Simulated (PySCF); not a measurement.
Electron correlation in Cu (copper, neutral)

[Ar] 3d9 4s1 4p1, one real determinant (an excited configuration). All numbers are calculated (PySCF 2.14, the spin-free X2C one-electron Hamiltonian (Gaussian nucleus), in aug-cc-pVDZ-DK). Frozen: [Ar]; 11 electrons correlated.

```
  level  correlation energy (mhartree)
   CCSD                        -313.51
    (T)                          -7.53
CCSD(T)                        -321.04
```

Diagnostics: T1 = 0.016, D1 = 0.0415, largest double amplitude 0.024.

The real determinant used has ⟨L²⟩ near 8 against 12 for a pure F term, so it mixes terms.

Cost of the coupled-cluster step: of the order of 6 core-seconds, for 11 correlated electrons.

The reference is one real determinant that mixes LS terms of this configuration.
